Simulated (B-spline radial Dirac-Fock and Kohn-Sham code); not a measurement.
Dipole and non-dipole photoemission parameters of Ti 3d3/2

System: the free titanium atom in the configuration 1s2 2s2 2p6 3s2 3p6 3d2 4s2; threshold 7.66 eV (orbital energy of the model). Calculated with a radial B-spline solver, using Dirac-Hartree-Slater photoionisation with a Latter tail; cross sections with all multipoles, angular parameters from the dipole term and its interference with E2.

The run's input, task.json:

```json
{"items": [{
  "Z": 22,
  "q": 0,
  "cfg": [[1, 0, 2], [2, 0, 2], [2, 1, 6], [3, 0, 2], [3, 1, 6], [3, 2, 2], [4, 0, 2]],
  "A": 48,
  "rrms": 3.5921,
  "do": "xps",
  "hv": [51.8, 60, 66.3, 80, 190.0, 194.0, 253.0, 268.0, 271.0, 302.0, 344.0, 382.0, 394.0, 412.0, 600, 627.0, 655.0, 696.0, 756.0, 800, 1090.0, 1910.0, 2000, 2984.4, 3580.0, 3840.0, 6000, 8047.8, 10800.0, 11500.0],
  "edges": {"K": 4966.0, "L1": 560.9, "L2": 460.2, "L3": 453.8}
}]}
```

Run with: `python xray2_run.py task.json out`

For linearly polarised light dσ/dΩ = σ/(4π) [1 + β P₂(cos θ) + (δ + γ cos²θ) sin θ cos φ], with θ from the polarisation vector and φ the angle between the beam and the projection of the electron momentum on the plane normal to the polarisation.

| hν (eV) | σ (kb) | β | γ | δ |
| --- | --- | --- | --- | --- |
| 51.8 | 1180 | 0.700 | 0.011 | 0.012 |
| 60 | 954 | 0.788 | 0.015 | 0.013 |
| 66.3 | 811 | 0.846 | 0.018 | 0.014 |
| 80 | 572 | 0.952 | 0.026 | 0.015 |
| 190 | 69.6 | 1.255 | 0.112 | 0.026 |
| 194 | 65.7 | 1.258 | 0.116 | 0.026 |
| 253 | 30.5 | 1.271 | 0.162 | 0.031 |
| 268 | 25.7 | 1.269 | 0.173 | 0.032 |
| 271 | 24.9 | 1.268 | 0.176 | 0.032 |
| 302 | 17.9 | 1.259 | 0.198 | 0.035 |
| 344 | 12.0 | 1.240 | 0.225 | 0.038 |
| 382 | ? | ? | ? | ? |
| 394 | 7.79 | 1.213 | 0.255 | 0.041 |
| 412 | 6.75 | 1.202 | 0.265 | 0.043 |
| 600 | 1.95 | 1.085 | 0.351 | 0.057 |
| 627 | 1.68 | 1.069 | 0.361 | 0.060 |
| 655 | 1.44 | 1.052 | 0.371 | 0.062 |
| 696 | 1.17 | 1.029 | 0.385 | 0.065 |
| 756 | 0.877 | 0.997 | 0.404 | 0.070 |
| 800 | 0.719 | 0.975 | 0.416 | 0.074 |
| 1090 | 0.237 | 0.852 | 0.486 | 0.097 |
| 1910 | 0.0280 | 0.644 | 0.622 | 0.160 |
| 2000 | 0.0233 | 0.628 | 0.633 | 0.167 |
| 2984.4 | 0.00455 | 0.494 | 0.713 | 0.234 |
| 3580 | 0.00212 | 0.440 | 0.737 | 0.271 |
| 3840 | 0.00158 | 0.421 | 0.744 | 0.287 |
| 6000 | 0.000232 | 0.324 | 0.781 | 0.402 |
| 8047.8 | 6.39e-05 | 0.279 | 0.806 | 0.495 |
| 10800 | 1.71e-05 | 0.236 | 0.834 | 0.605 |
| 11500 | 1.29e-05 | 0.226 | 0.838 | 0.631 |

Question: Give the values at 382 eV.

Answer: σ = 8.60 kb, β = 1.219, γ = 0.248, δ = 0.041.
